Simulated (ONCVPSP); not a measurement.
**Pseudopotential generation for F: ONCV, PBE, fully relativistic.**

F (Z = 9), optimised norm-conserving Vanderbilt (ONCV), made with ONCVPSP 4.0.1 (PBE, fully relativistic). Core [He], reference 2s2 2p4 (charge +1). Waves: 2s: rc 0.55 bohr, ncon 4, nbas 9, qcut 10.1 1/bohr, 1 projector; 2p: rc 0.95 bohr, ncon 4, nbas 8, qcut 13.8 1/bohr, 2 projectors, debl 3.1 Ha; d scattering state at 0.2 Ha: rc 0.90 bohr, ncon 4, nbas 8, qcut 11.1 1/bohr, 2 projectors, debl 1.4 Ha. Local part: polynomial inside 0.55 bohr (lpopt 3, dvloc0 4 Ha). Core correction: Teter function, fcfact 1.5, rcfact 1.75.

Open shells are filled in proportion to 2j + 1.

All-electron outer shells of the reference configuration (PBE, scalar-relativistic, ld1.x):

```json
{"shell": "1s", "level (eV)": "-684.12", "outermost node (bohr)": "–", "outermost maximum (bohr)": "0.11"}
{"shell": "2s", "level (eV)": "-47.39", "outermost node (bohr)": "0.24", "outermost maximum (bohr)": "0.75"}
{"shell": "2p", "level (eV)": "-28.31", "outermost node (bohr)": "–", "outermost maximum (bohr)": "0.68"}
```

Calculated quality:

```json
{
 "Cutoffs needed": "76 Ha and 675 Ha (the cutoffs (Ha) at which the residual kinetic energy of the hardest occupied pseudo-wave falls to 1 and 0.1 mHa per electron)",
 "Ghost test": "no bound ghost flagged; no localised positive-energy state flagged",
 "Largest excitation error": "+96 meV (all-electron minus pseudo) for 2s2 2p2, out of 4 test configurations",
 "rms error of d²Exc/dni dnj": "13.46 mHa without and 12.04 mHa with the model core"
}
```

Generation and tests took about 4.2 s on one core of a shared server CPU.
